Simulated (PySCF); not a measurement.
CH₄ClFOSi.

```xyz
9

O     -2.1677     0.9976     0.2803
C     -1.6062    -0.2041    -0.2433
Si     0.1654    -0.4225     0.3849
F      0.7303    -1.9069    -0.0150
Cl     1.4095     0.9971    -0.4576
H     -2.2908     0.8727     1.2395
H     -1.5908    -0.1064    -1.3495
H     -2.2176    -1.1143    -0.0219
H      0.2288    -0.2821     1.8756
```
Charge 0, spin multiplicity 1.

Geometry: PBE-D3(BJ)/def2-SVP. The structure was generated by enumeration; whether it is a known compound was not checked. The values are those of a single conformer.

These are PBE0/pcSseg-1 (PySCF) values and carry that method's errors. Non-relativistic, no solvent.

Computed absolute GIAO shielding of each atom: isotropic value and principal components (ppm):
```csv
atom,σ(iso),σ11,σ22,σ33,span
O1,339.3,290.6,309.3,418.0,127.4
C2,126.2,96.3,114.4,168.0,71.7
Si3,338.8,312.9,343.7,359.9,46.9
F4,328.5,277.9,330.4,377.1,99.2
Cl5,893.1,750.6,909.0,1019.7,269.1
H6,31.5,22.2,28.6,43.8,21.5
H7,27.4,24.0,27.1,31.2,7.1
H8,27.4,22.9,27.1,32.2,9.3
H9,25.8,22.8,23.4,31.2,8.4
```
